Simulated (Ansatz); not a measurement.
```yaml
crystal:
  periodic: [false, false, false]
  atoms:
    - {symbol: Cr, position_ang: [1.411991, 1.579670, -0.223338]}
    - {symbol: Cr, position_ang: [-1.318984, -0.986640, -1.351209]}
    - {symbol: Cr, position_ang: [-0.093006, -0.593030, 1.574547]}
basis:
  gaussian: {orbitals: def2-SVPD}
total_charge: 1
magnetization: {spin_polarized: true, initial_magnetization: 1}
hamiltonian: {xc: {name: B2PLYP}}
scf: {lower_state_search: off}
```

```sh
$ ansatz run in.yaml --threads 4 --pin off --events-out ev --progress --plain --max-ram 3916MiB
```

It prints (some lines left out):

```
Functional definition: B2PLYP
1133 factors; integrals over basis functions are off by at most 1.2e-3 eV
mean field evaluation 1: about -85029.6338 eV, gradient 2.1e2 eV
mean field evaluation 2: about -85029.6870 eV, gradient 2.1e2 eV
mean field evaluation 4: about -84466.6188 eV, gradient 2.6e2 eV
mean field evaluation 8: about -85191.3442 eV, gradient 1.0e1 eV
mean field evaluation 16: about -85216.6161 eV, gradient 4.8e-1 eV
mean field evaluation 32: about -85216.7161 eV, gradient 2.8e-2 eV
mean field -85216.71669612 eV, -3131.6565766172 hartree, gradient 1.5e-6 eV, S^2 7.852977; 0 other end points of the search recorded, 0 dependent functions left out
15 core orbitals not correlated: weight in the atoms' cores, before any rotation towards them, 1.000 or more for the frozen orbitals, at most 0.000 for the correlated occupied ones
reference -85216.71685867 eV, -3131.6565825910 hartree; 21, 20 occupied and 66, 67 virtual orbitals, 1133 factors
second order -21.21760914 eV of doubles, -0.00000000 eV of singles
Total energy: -85222.44561314 eV, -3131.8671104346 hartree
Checks for a lower state left out: stability, starts, cluster_reference, orbital_swaps, neighbouring_geometries, increment
```

Run time 13 s (4 threads of Arm Neoverse V1 on a shared host).

Correlated methods freeze 15 core orbitals; core or outer-core shells of Cr are correlated, in sets that lack core-valence functions. The charge 1 doublet is spin-contaminated (final ⟨S²⟩ up to 7.85, 0.75 for a pure state).
